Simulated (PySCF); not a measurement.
## `InChI=1S/C4H3BF2O/c6-5(7)4-2-1-3-8-4/h1-3H`

Geometry:
| atom | x (Å) | y (Å) | z (Å) |
| --- | --- | --- | --- |
| F1 | 2.775 | -0.808 | 0.677 |
| B2 | 2.091 | 0.168 | 0.103 |
| F3 | 2.828 | 1.162 | -0.350 |
| C4 | 0.562 | 0.110 | -0.008 |
| C5 | -0.322 | -0.863 | 0.420 |
| C6 | -1.612 | -0.426 | 0.072 |
| C7 | -1.435 | 0.781 | -0.544 |
| O8 | -0.149 | 1.110 | -0.597 |
| H9 | -0.054 | -1.770 | 0.921 |
| H10 | -2.539 | -0.930 | 0.250 |
| H11 | -2.139 | 1.470 | -0.971 |

Method: quadratic response CAM-B3LYP/aug-cc-pVDZ first hyperpolarisability, Taylor convention, gas phase (PySCF). Geometry: GFN2-xTB.

**Question.** Give the tensor of the second harmonic β(−2ω;ω,ω) at 1907 nm in the axes of these coordinates.

**Answer.** In au, Taylor convention; rows are the first index (the induced dipole):
```
       xx     yy     zz     xy     xz     yz
x  -269.9  +66.1  +45.2   -6.8  -28.4  -17.2
y    -5.8  +32.2   +9.8  +64.2  -16.3  +10.9
z   -28.9  +11.0  -15.8  -16.4  +44.4   +9.6
```
Norm of βᵢ = ⅓ Σⱼ (βᵢⱼⱼ + βⱼᵢⱼ + βⱼⱼᵢ): 167.6 au, hyper-Rayleigh value 106.9 au.
